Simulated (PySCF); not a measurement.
C₅H₇F₃.
Numbering: `[F:1][CH2:2][C:3]([F:4])([F:5])[CH:6]1[CH2:7][CH2:8]1` (hydrogens: H9, H10 on C2; H11 on C6; H12, H13 on C7; H14, H15 on C8)

All values: PBE0/pcSseg-1 and wB97X-D/def2-SVPD (PySCF, non-relativistic), on one gas-phase PBE0-D3(BJ)/def2-SVP geometry that isn't relaxed in the solvent. The solvent is an IEF-PCM continuum (Bondi radii, 1.10 Å for H, scaled by 1.2). Only the electrostatic response of the medium enters.

Gas phase at PBE0/pcSseg-1: HOMO -8.82 eV, LUMO 1.46 eV, dipole 1.73 D.

Q: What does the continuum do to the energy, the frontier levels and the dipole at PBE0/pcSseg-1 in tetrahydrofuran and methanol?

A: 
```tsv
solvent	ε	E(solvent) − E(gas) (kcal/mol)	polarisation term (kcal/mol)	distortion of the solute (kcal/mol)	HOMO (eV)	LUMO (eV)	dipole (D)
tetrahydrofuran	7.426	-3.43	-3.73	0.30	-8.67	1.71	2.06
methanol	32.61	-4.07	-4.51	0.44	-8.65	1.74	2.13
```

The polarisation term is half the interaction of the solute with the surface charges that it induces; the rest is the cost of distorting the solute's density. The sum is the electrostatic part of solvation alone. From tetrahydrofuran to methanol the lowering changes by a factor 1.19, Onsager's factor (ε − 1)/(2ε + 1) by 1.18 and ε itself by 4.4.

Q: Which radius a makes the point-dipole formula ΔE = −[(ε − 1)/(2ε + 1)]·μ²/a³ give the value in methanol, with the gas-phase dipole?

A: μ = 0.679 au and |ΔE| = 0.00648 Eh give a = 1.71 Å; the farthest nucleus lies 2.91 Å from the centroid of the nuclei, so such a sphere wouldn't even hold the nuclei. The formula assumes a rigid point dipole at the centre of a sphere.

Q: Which Mulliken charges (PBE0/pcSseg-1) respond most in methanol (means over atoms taken as equivalent)?

A: 
| atoms | environment | gas (e) | solvent (e) | change |
| --- | --- | --- | --- | --- |
| H9/H10 | methylene hydrogen | +0.123 | +0.142 | +0.019 |
| F1 | alkyl fluorine | -0.326 | -0.343 | -0.017 |
| H12/H14 | methylene hydrogen | +0.140 | +0.152 | +0.012 |
| C7/C8 | three-membered-ring carbon | -0.194 | -0.205 | -0.011 |
| F4/F5 | fluorine of a CF2 group | -0.300 | -0.311 | -0.011 |
| H11 | methine hydrogen | +0.149 | +0.157 | +0.008 |
| C3 | CF2 carbon | +0.470 | +0.463 | -0.007 |
| C6 | three-membered-ring carbon | -0.325 | -0.331 | -0.006 |

Gas phase at wB97X-D/def2-SVPD: HOMO -10.78 eV, LUMO 2.42 eV, dipole 1.85 D.

Q: What does the continuum do to the energy, the frontier levels and the dipole at wB97X-D/def2-SVPD in methanol?

A: 
```csv
solvent,ε,E(solvent) − E(gas) (kcal/mol),polarisation term (kcal/mol),distortion of the solute (kcal/mol),HOMO (eV),LUMO (eV),dipole (D)
methanol,32.61,-4.26,-4.82,0.56,-10.58,2.60,2.34
```

The atom shares or the degeneracy of the LUMO differ from the gas phase in methanol, so that column needn't follow one orbital.

Q: How does the static polarisability (wB97X-D/def2-SVPD, frozen core, with the continuum's full static response) change?

A: 
```
  medium  isotropic (au)  principal values (au)  ⟨r²⟩ of the electrons (bohr²)
     gas            59.9       55.1, 58.1, 66.4                          913.0
methanol            77.4       73.0, 77.2, 82.1                          912.7
```

The isotropic value in methanol is 1.29 times the gas-phase one; no cavity-field correction is applied. ⟨r²⟩ is taken about the centre of nuclear charge.

Conformer computed: `[F:1][CH2:2][C:3]([F:4])([F:5])[CH:6]1[CH2:7][CH2:8]1`: F1–C2–C3–F4 -175°, C2–C3–C6–C7 -157°.

The pairwise dispersion term of wB97X-D wasn't added to the energies; at a given geometry it leaves orbitals and properties as they are.
